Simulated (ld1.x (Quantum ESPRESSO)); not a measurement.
## Building the TM potential for helium (PBEsol, scalar-relativistic).

He (Z = 2), norm-conserving Troullier–Martins (Kleinman–Bylander form), made with ld1.x (Quantum ESPRESSO) 7.5 (PBEsol, scalar-relativistic). Core none, reference 1s2. Waves: 1s (bound): rc 0.60 bohr; 2p channel at -0.1 Ry: rc 0.70 bohr. Local part: the p channel. Core correction: none.

- Cutoffs needed: 140 Ry and 200 Ry (the cutoffs (Ry, on a coarse ladder) from which the occupation-weighted sum of valence levels, in a spherical-Bessel basis at the reference potential, stays within 10 and 1 mRy of its value at 400 Ry)
- Ghost test: no extra level below or beside the all-electron valence levels (s, p, d, f tested) (spherical-Bessel basis up to 400 Ry, 20 bohr box)
- Largest excitation error: +5.7 meV (all-electron minus pseudo) for 1s1, out of 2 test configurations
